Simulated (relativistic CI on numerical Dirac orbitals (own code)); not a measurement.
# Cd³⁺: 4s photoemission

Computed with this model: Dirac-Coulomb-Breit CI, orbitals from a KLI potential per configuration, model QED (radiative potential, 1s self-energy scaled to tabulated hydrogen-like ionisation energies), valence Slater integrals scaled by 0.9, multiplet model of photoemission in the sudden approximation; configurations [Kr] 4d9 → [Ar] 3d10 4s 4p6 4d9; 300 K; Lorentzian 1.4 eV and Gaussian 0.6 eV FWHM. Energies are those of the free ion, without screening or charge transfer. The energies are binding energies and can lie tens of eV above those of solids. Without intra-shell correlation the exchange splitting of an s hole comes out too large, often by half or more. S is read from ⟨S²⟩ = S(S + 1).

Field parameters in Wybourne normalisation: Oh B⁴₀ = 21Dq, B⁴₄ = √(5/14) B⁴₀. The field is a parameter set, without covalency.

free ion: ground-state S = 0.50, centroid 160.77 eV. Peaks (eV, height): 159.8 (100), 164.2 (31).

Oh, 10Dq = 17200 cm⁻¹: ground-state S = 0.50, centroid 160.79 eV. Peaks (eV, height): 159.8 (100), 164.0 (33).

Strongest unbroadened transitions for free ion:

| Energy (eV) | Relative strength |
| --- | --- |
| 159.77 | 100.0 |
| 160.19 | 35.4 |
| 164.15 | 36.0 |
